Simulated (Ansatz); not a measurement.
Zn₁₂S₁₂. The state is a singlet with charge 0. Geometry PBE-D4/def2-SVP; atoms count from 1.

Cartesian coordinates in Å:
```
S -3.935 -1.169 0.551
S -3.072 3.083 -0.392
S 1.005 3.862 1.130
S -0.663 -2.773 2.951
S 2.462 0.330 3.099
S -1.012 0.749 1.687
S -1.882 -0.493 -2.100
S 0.541 1.872 -1.863
S 1.420 -1.607 -0.036
S -1.390 -4.325 -0.898
S 4.046 1.262 -0.654
S 2.091 -0.932 -3.979
Zn -0.882 3.022 -0.115
Zn -2.190 -1.381 1.963
Zn -2.503 -2.411 -0.883
Zn 1.005 1.894 2.263
Zn -3.103 0.878 -0.290
Zn 2.188 2.610 -0.387
Zn 0.702 -1.018 2.307
Zn -0.284 -3.328 0.712
Zn 2.949 -0.049 0.870
Zn -0.198 0.070 -0.468
Zn 0.089 -0.484 -3.223
Zn 2.615 0.337 -2.246
```

Single mean-field runs in def2-SVP are fitted with def2-universal-jkfit. Another isomer (singlet) lies 2.45 eV lower at PBE0-D4/def2-TZVP; other spin states weren't run for this one.

(1) Estimate the Mulliken populations from the PBE0/def2-SVP orbitals of Ansatz.

(2) And the Mayer bond orders between heavy atoms (over 0.3)?

Results:

(1) 
```
atom  charge (e)  d electrons
  S1       -0.44            –
  S2       -0.46            –
  S3       -0.42            –
  S4       -0.41            –
  S5       -0.41            –
  S6       -0.61            –
  S7       -0.52            –
  S8       -0.57            –
  S9       -0.56            –
 S10       -0.43            –
 S11       -0.42            –
 S12       -0.41            –
Zn13        0.50         9.96
Zn14        0.47         9.95
Zn15        0.45         9.95
Zn16        0.47         9.95
Zn17        0.50         9.96
Zn18        0.45         9.95
Zn19        0.44         9.96
Zn20        0.46         9.95
Zn21        0.46         9.95
Zn22        0.47         9.95
Zn23        0.49         9.95
Zn24        0.49         9.95
```
Mulliken values depend strongly on the basis.

(2) S1–Zn14 0.85 (2.25 Å); S1–Zn15 0.62 (2.38 Å); S1–Zn17 0.66 (2.36 Å); S2–Zn13 0.99 (2.21 Å); S2–Zn17 0.99 (2.21 Å); S3–Zn13 0.59 (2.41 Å); S3–Zn16 0.80 (2.27 Å); S3–Zn18 0.76 (2.30 Å); S4–Zn14 0.78 (2.29 Å); S4–Zn19 0.69 (2.31 Å); S4–Zn20 0.67 (2.34 Å); S5–Zn16 0.76 (2.29 Å); S5–Zn19 0.64 (2.35 Å); S5–Zn21 0.72 (2.31 Å); S6–Zn14 0.39 (2.45 Å); S6–Zn16 0.47 (2.39 Å); S6–Zn19 0.35 (2.54 Å); S6–Zn22 0.49 (2.40 Å); S7–Zn15 0.53 (2.36 Å); S7–Zn17 0.31 (2.58 Å); S7–Zn22 0.51 (2.41 Å); S7–Zn23 0.72 (2.27 Å); S8–Zn13 0.35 (2.53 Å); S8–Zn18 0.59 (2.33 Å); S8–Zn22 0.52 (2.39 Å); S9–Zn19 0.41 (2.52 Å); S9–Zn20 0.34 (2.53 Å); S9–Zn21 0.57 (2.36 Å); S9–Zn22 0.54 (2.37 Å); S10–Zn15 0.95 (2.21 Å); S10–Zn20 1.01 (2.19 Å); S11–Zn18 0.72 (2.31 Å); S11–Zn21 0.75 (2.29 Å); S11–Zn24 0.68 (2.33 Å); S12–Zn23 1.06 (2.19 Å); S12–Zn24 0.98 (2.21 Å).
